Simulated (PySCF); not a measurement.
# Working out the ionisation energy of Ne²⁺

Ne²⁺ [He] 2s2 2p4 (3P) → Ne³⁺ [He] 2s2 2p3 (4S). All numbers are calculated (PySCF 2.14, no relativity, point nucleus, in dyall-acv3z (15s9p4d2f, 76 functions)). Frozen: nothing; the 5 highest virtual orbitals dropped. Energies in hartree (1 hartree = 27.21139 eV):

```csv
part,Ne²⁺ (lower),Ne³⁺ (upper)
UHF,-126.381003,-124.109072
MP2 opposite-spin,-0.165374,-0.125730
MP2 same-spin,-0.044040,-0.037378
```

Question: What does Hartree-Fock give?

Answer: (-124.109072) − (-126.381003) = 2.271931 hartree = 61.822 eV.

Question: What do MP2 and SCS-MP2 (6/5 opposite-spin, 1/3 same-spin) give?

Answer: The opposite-spin parts differ by 1.079 eV and the same-spin parts by 0.181 eV. MP2: 61.822 + (1.079) + (0.181) = 63.082 eV. SCS-MP2: 61.822 + 1.2 × (1.079) + (0.181)/3 = 63.177 eV.

A first-order spin-orbit estimate adds 0.038 eV to MP2 (valence and next inner shell), giving 63.120 eV against 63.423 eV (measured; NIST Atomic Spectra Database, ionization energies).

What remains against the reference includes basis incompleteness and correlation beyond second order.
